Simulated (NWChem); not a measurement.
# boron oxyfluoride (BOF); SMILES O=BF

All runs: NWChem. Geometry: optimised at PBE-D3(BJ)/def2-SVP. Level PBE/def2-TZVP: single points from the atomic guess with DIIS by default; each run changes one setting, and all converged runs end within 0.3 mHa of each other. cgmin counts macro-iterations, each dearer than a DIIS step.

```tsv
setting	SCF iterations
defaults	8
DIIS on 20 Fock matrices	8
70 % damping for 30 cycles	33
core-Hamiltonian guess	13
quadratically convergent solver (cgmin)	7
level shift of 0.5 Ha throughout	15
```
